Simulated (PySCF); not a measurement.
Computed IR spectrum (relative IR intensity) of a molecule CH8N2Si3. Geometry optimised at PBE-D3(BJ)/def2-SVP. One conformer was computed; it need not be the lowest. Level of theory: PBE-D3(BJ)/def2-SVP in PySCF 2.14.0. Frequencies are harmonic and unscaled.

Lines under 2 % of the strongest are left out, and lines within 2 cm⁻¹ are merged.

ν (cm⁻¹): 324 (w), 385 (m), 413 (w), 488 (w), 491 (w), 577 (w), 675 (w), 699 (m), 718 (w), 739 (m), 810 (m), 857 (m), 874 (vs), 890 (w), 907 (vs), 939 (w), 954 (w), 1147 (m), 1661 (m), 2103 (m), 2113 (s), 2133 (m), 2140 (m), 2157 (m), 2166 (m), 2843 (m), 3484 (w) (against the strongest line: vs over 80 %, s over 45 %, m over 15 %, w over 4 %, vw less)

Which structure fits?
A) N[Si@H]1N=C[Si@@H]1[SiH3]
B) N[SiH2][Si@@H]1C=N[SiH2]1
C) [SiH3]N[Si@H]1N=C[SiH2]1
D) C1=N[SiH2][SiH2]N[SiH2]1

D, C1=N[SiH2][SiH2]N[SiH2]1
